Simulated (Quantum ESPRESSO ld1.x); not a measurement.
All-electron atom: W59+ in [Ne] 3s2 3p3. All-electron calculation, scalar-relativistic Kohn-Sham, LDA (Slater exchange, VWN5 correlation), spin-polarised, spherical densities, point nucleus; open shells are filled with parallel spins first. Program: ld1.x of Quantum ESPRESSO 7.5.

Normalised radial functions P(r) = r R(r), r in bohr:

r         2s down    3s up  3p down
0.001159   0.7459   0.3828   0.0132
0.001439   0.8738   0.4482   0.0190
0.001785   1.0176   0.5216   0.0272
0.002216   1.1763   0.6023   0.0390
0.00275    1.3469   0.6889   0.0559
0.003413   1.5237   0.7780   0.0798
0.004236   1.6970   0.8644   0.1136
0.005258   1.8520   0.9400   0.1610
0.006525   1.9668   0.9931   0.2266
0.008099   2.0124   1.0078   0.3159
0.01005    1.9521   0.9644   0.4350
0.01238    1.7551   0.8468   0.5826
0.01536    1.3665   0.6252   0.7722
0.01906    0.7616   0.2890   0.9946
0.02366   -0.0607  -0.1567   1.2329
0.02936   -1.0535  -0.6736   1.4515
0.03644   -2.1053  -1.1775   1.5906
0.04523   -3.0401  -1.5336   1.5665
0.05613   -3.6493  -1.5763   1.2870
0.06966   -3.7614  -1.1651   0.6874
0.08646   -3.3316  -0.2741  -0.2138
0.1073    -2.4984   0.9219  -1.2615
0.1332    -1.5453   2.0409  -2.1642
0.164     -0.7838   2.6314  -2.5935
0.2035    -0.2955   2.5069  -2.4189
0.2526    -0.0796   1.7906  -1.7453
0.3135    -0.0142   0.9400  -0.9476
0.389     -0.0015   0.3462  -0.3687
0.4828    -0.0001   0.0836  -0.0960
0.5993    0.0000   0.0121  -0.0153

2s down: eigenvalue -16461.7 eV, 1 radial node at r = 0.0233 bohr, <r> = 0.0767 bohr, 90 % of the charge inside 0.119 bohr. 3s up: eigenvalue -6602.2 eV, 2 radial nodes at r = 0.0220, 0.0911 bohr, <r> = 0.186 bohr, 90 % of the charge inside 0.270 bohr. 3p down (empty): eigenvalue -6134.2 eV, 1 radial node at r = 0.0825 bohr, <r> = 0.182 bohr, 90 % of the charge inside 0.270 bohr.
